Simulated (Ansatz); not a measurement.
Results of the Gaussian-basis code of Ansatz.

`[Ge][Te]` at its PBE0-D4/def2-TZVP geometry, where that method's forces vanish. The species carries charge 0 and has multiplicity 1. Te: def2 effective core potential.

```
atom    x (Å)    y (Å)    z (Å)
 Ge1  -1.0958  -0.3686   0.1747
 Te2   1.0958   0.3686  -0.1747
```

Task: For each bond, give half the difference of the two atoms' forces along it (eV/Å; positive pushes the atoms apart) under PBE-D4, r2SCAN-D4, B3LYP-D4, ωB97M-V in def2-TZVPP. (Estimate.)

Result: The calculation gave: 
```tsv
bond	length (Å)	PBE-D4	r2SCAN-D4	B3LYP-D4	ωB97M-V
Ge1–Te2	2.338	0.53	0.09	0.38	-0.43
```

B3LYP here is the variant with VWN-RPA as its local correlation; programs differ in this.
